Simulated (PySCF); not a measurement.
H6ClN3Si, singlet, geometry from GFN2-xTB. Base run: PySCF with DF-PBE/def2-SV(P).

Input for PySCF:
```python
from pyscf import gto, scf, dft

mol = gto.Mole()
mol.atom = '''
    N    -0.692402   -1.555746   -0.694118
    Si    0.134872   -0.098882   -0.283072
    N     1.813250   -0.254767    0.057667
    N     0.083129    1.052476   -1.568307
    Cl   -0.737112    0.493134    1.453636
    H    -0.502944   -1.984943   -1.583754
    H    -1.663277   -1.661986   -0.452252
    H     2.090631   -0.775670    0.872771
    H     2.435788   -0.447458   -0.707803
    H    -0.812416    1.308137   -1.951126
    H     0.667076    1.869251   -1.493317
'''
mol.basis = 'def2-sv(p)'
mol.charge = 0
mol.spin = 0
mol.verbose = 4
mol.max_memory = 1800
mol.build()

mf = dft.RKS(mol)
mf.xc = 'pbe'
mf = mf.density_fit(auxbasis='def2-universal-jkfit')
mf.kernel()
```

All variants below ran on the same shared machine, one core each. Differences are taken from the largest basis of the def2 family in the series, which isn't the basis-set limit (def2-TZVPP: -917.283665 Eh). The cheapest run took about 19 core-seconds (a rough figure).

```
setting     basis functions  cost, times the cheapest (rough)  difference in total energy (mEh)
----------  ---------------  --------------------------------  --------------------------------
def2-SV(P)               90                                 1                            519.26
def2-SVP                108                                 1                            486.06
def2-TZVP               203                                 2                              5.52
def2-TZVPP              261                                 3                         reference
```

Times come from a shared machine, hold the start-up and are rough. Total energies converge more slowly with the basis than energy differences do.
